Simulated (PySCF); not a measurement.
PySCF 2.14 output of an unrestricted M06 calculation on a single atom or ion in ANO-RCC-VTZP (8s7p5d3f2g1h, 104 functions), with the spin-free X2C one-electron Hamiltonian (Gaussian nucleus):

```
SCF conv_tol = 1e-09
number electrons alpha = 29  beta = 27
    Y. Zhao and D. G. Truhlar.,  Theor. Chem. Acc. 120, 215 (2008)
    Y. Zhao and D. G. Truhlar.,  Theor. Chem. Acc. 120, 215 (2008)
cycle= 1 E= -8491.86393969038  delta_E= -0.00528  |g|= 0.0413  |ddm|= 0.107
cycle= 2 E= -8491.86432043712  delta_E= -0.000381  |g|= 0.027  |ddm|= 0.043
cycle= 3 E= -8491.86452591135  delta_E= -0.000205  |g|= 0.00121  |ddm|= 0.0159
cycle= 4 E= -8491.86453527881  delta_E= -9.37e-06  |g|= 0.000741  |ddm|= 0.011
cycle= 5 E= -8491.86454352334  delta_E= -8.24e-06  |g|= 0.000781  |ddm|= 0.00997
cycle= 6 E= -8491.86452643167  delta_E= 1.71e-05  |g|= 0.000621  |ddm|= 0.0222
cycle= 7 E= -8491.86451815434  delta_E= 8.28e-06  |g|= 0.000514  |ddm|= 0.0169
cycle= 8 E= -8491.86452150575  delta_E= -3.35e-06  |g|= 0.000328  |ddm|= 0.0276
cycle= 9 E= -8491.86452412044  delta_E= -2.61e-06  |g|= 0.000215  |ddm|= 0.0151
cycle= 10 E= -8491.86452604482  delta_E= -1.92e-06  |g|= 0.000165  |ddm|= 0.0132
cycle= 11 E= -8491.86452637533  delta_E= -3.31e-07  |g|= 0.000117  |ddm|= 0.00514
cycle= 12 E= -8491.86452709321  delta_E= -7.18e-07  |g|= 3.05e-05  |ddm|= 0.0137
cycle= 13 E= -8491.8645270966  delta_E= -3.4e-09  |g|= 1.47e-05  |ddm|= 0.00086
cycle= 14 E= -8491.86452709928  delta_E= -2.67e-09  |g|= 1.08e-05  |ddm|= 0.000447
cycle= 15 E= -8491.86452710098  delta_E= -1.7e-09  |g|= 5.3e-06  |ddm|= 0.00038
cycle= 16 E= -8491.86452710128  delta_E= -3.06e-10  |g|= 1.06e-06  |ddm|= 0.000159
converged SCF energy = -8491.86452710128  <S^2> = 2.0010877  2S+1 = 3.0007251
```

The run itself started from symmetry-adapted Hartree-Fock orbitals and held the occupation by maximum overlap, on a logarithmic radial grid, so the iterations belong to that start.

Which element, charge and spin multiplicity is this?

La+ (lanthanum, charge +1), multiplicity 3; the state was [Xe] 4f1 5d1, one real determinant (an excited configuration).

⟨L²⟩ = 18.02 against 30 for a pure H term, so this real determinant mixes terms. Spin-orbit coupling, absent here, splits the open shell strongly.
